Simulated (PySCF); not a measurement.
Mapped SMILES: `[BH2:1][NH:2][SiH2:3][NH2:4]`. Hydrogens are named by the atom that carries them.

Geometry: PBE0-D3(BJ)/def2-SVP; GIAO shifts from PySCF, gas phase, non-relativistic, averaged over equivalent atoms.

At PBE0/pcSseg-1 (110 basis functions, 9.9 s wall time on 1 thread of an Arm Neoverse V1, shared host):
```
 atoms  δ (ppm)
    B1     43.6
    N2    148.1
    N4     21.1
   Si3    -26.3
 H(B1)     5.18
H(Si3)     4.94
 H(N2)     4.88
 H(N4)     0.58
```

References, each an isolated molecule treated in the same way: ¹¹B (σref 100.73) against BF3·OEt2; ¹⁵N (σref 265.67) vs NH3; ²⁹Si (σref 351.99) and ¹H (σref 31.27) vs TMS.

Q: Predict the values at HF/pcSseg-2 on the same geometry.

A: 
```csv
atoms,δ at HF/pcSseg-2,change
B1,44.6,+1.0
N2,118.6,-29.5
N4,13.6,-7.5
Si3,-31.3,-5.0
H(B1),4.84,-0.34
H(Si3),4.54,-0.40
H(N2),4.19,-0.69
H(N4),0.90,+0.32
```

δ = σ(ref) − σ, references computed at the same level: ¹¹B (σ = 114.51 ppm) vs BF3·OEt2; NH3 for ¹⁵N (σ = 260.75 ppm); ²⁹Si (σ = 382.96 ppm) and ¹H (σ = 31.68 ppm) against TMS.

The largest change is at N2 (nitrogen bonded to B, Si, H). Cost: 249 basis functions, 11 s wall time on 1 thread of an Arm Neoverse V1, shared host.

Experimental scales use liquid or dissolved standards, which lie at an offset from isolated NH3 (liquid NH3: subtract about 20 ppm).
